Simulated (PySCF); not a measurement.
C4H5Cl. Atoms are numbered in the order given.

```xyz
10

C     -0.4405    -2.0780     0.0000
C      0.6018    -1.2364     0.0000
C      0.5413     0.2254     0.0000
C      1.6233     1.0189     0.0000
Cl    -1.0578     0.9556     0.0000
H     -1.4680    -1.7078     0.0000
H     -0.2865    -3.1592     0.0000
H      1.6223    -1.6345     0.0000
H      2.6199     0.5711     0.0000
H      1.5402     2.1060     0.0000
```

Geometry optimised at B3LYP-D3(BJ)/def2-SVP. The values are those of a single conformer.

Method: M06-2X/def2-TZVP in PySCF.

ESP charges are fitted to the potential on shells at 1.4 to 2.0 van der Waals radii. Atomic charges (e):

```
atom  ESP fit  meta-Löwdin
----  -------  -----------
C1      -0.47        -0.24
C2      -0.06        -0.11
C3       0.12         0.04
C4      -0.49            …
Cl5     -0.09            …
H6       0.21            …
H7       0.20            …
H8       0.14            …
H9       0.21         0.13
H10      0.22         0.14
```

Problem. Some entries are withheld; supply them. (The exact figures need the calculation; the answer reports its results.)

Solution. 
- C4, meta-Löwdin: -0.26
- Cl5, meta-Löwdin: -0.07
- H6, meta-Löwdin: 0.13
- H7, meta-Löwdin: 0.13
- H8, meta-Löwdin: 0.12

Problem. Give the Mayer and Wiberg (Löwdin basis) orders of the bonds. (The exact figures need the calculation; the answer reports its results.)

Solution. 
```csv
bond,Mayer,Wiberg
C1–C2,1.85,2.12
C2–C3,1.02,1.28
C3–C4,1.77,2.06
C3–Cl5,1.10,1.59
C1–H6,0.96,0.89
C1–H7,0.97,0.89
C2–H8,0.94,0.81
C4–H9,0.96,0.88
C4–H10,0.96,0.89
```
